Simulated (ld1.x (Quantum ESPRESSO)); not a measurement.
I (Z = 53): excitation energies, all-electron against TM semilocal

```
Element                 : I (Z = 53)
Generator               : ld1.x (Quantum ESPRESSO) 7.5
Type                    : norm-conserving Troullier–Martins (semilocal form)
Functional              : PBE
Relativity              : scalar-relativistic
Frozen core             : [Kr] 4d10
Valence charge          : 7
Reference configuration : 5s2 5p5
Partial waves           : 5s (bound): rc 1.75 bohr; 5d channel at 0.05 Ry: rc 1.65 bohr; 5p (bound): rc 1.75 bohr
Local potential         : the p channel
Core correction         : none
```

Energies are relative to the spin-unpolarised reference configuration 5s2 5p5; without spin polarisation the order of configurations can differ from experiment.

```csv
valence configuration,charge,ΔE all-electron (eV),error AE − PS (meV)
5s2 5p4,+1,11.131,-3.9
5s2 5p2,+3,60.305,-45
5s2 5p1,+4,99.731,-88
5s2 5p4.5,+0.5,4.532,-1.3
5s1 5p5,+1,22.111,+7.5
```

Task: What are ΔE and the potential's error for 5s1 5p6?

Result: ΔE = 10.414 eV all-electron; the error (AE − PS) is +4.4 meV.

Task: What are ΔE and the potential's error for 5s2 5p3?

Result: ΔE = 30.977 eV all-electron; the error (AE − PS) is -16 meV.

Levels in the configuration 5s2 5p4:

| level | all-electron (eV) | pseudo (eV) |
| --- | --- | --- |
| 5s | -26.250 | -26.248 |
| 5p | -15.349 | -15.352 |
